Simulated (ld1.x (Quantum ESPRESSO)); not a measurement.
# technetium (Tc): PAW pseudisation with PBEsol, non-relativistic reference atom.

- Element: Tc (Z = 43)
- Generator: ld1.x (Quantum ESPRESSO) 7.5
- Type: PAW
- Functional: PBEsol
- Relativity: non-relativistic
- Frozen core: [Kr]
- Valence charge: 7
- Reference configuration: 4d5 5s1.5 5p0 (charge +0.5)
- Partial waves: 5s (bound): rcut 1.75, rcutus 2.35 bohr; 5s channel at 2.1 Ry: rcut 1.75, rcutus 2.35 bohr; 5p (bound, empty): rcut 2.50, rcutus 3.35 bohr; 5p channel at 0.8 Ry: rcut 2.50, rcutus 3.35 bohr; 4d (bound): rcut 1.80, rcutus 1.90 bohr; 4d channel at -0.45 Ry: rcut 1.80, rcutus 1.90 bohr
- Local potential: all-electron potential smoothed inside 2.45 bohr (lloc = -2)
- Core correction: Bessel-smoothed model core inside 1.55 bohr
- Augmentation charge: BESSEL, radius 1.80 bohr

All-electron outer shells of the reference configuration (PBEsol, non-relativistic, ld1.x):

```csv
shell,level (eV),outermost node (bohr),outermost maximum (bohr)
4p,-48.20,0.51,1.03
4d,-10.74,0.50,1.25
5s,-7.82,1.31,2.76
5p,-4.01,1.46,3.45
```

Does this generation succeed?

No. ld1.x (Quantum ESPRESSO) 7.5 stopped with "run_pseudo: Errors in PS-KS equation": the pseudo-atom solver did not find the valence states with the expected number of nodes, which is the usual sign of a ghost state. Before that it printed "Warning: n=1, l=0 expected 0 nodes, found 1".
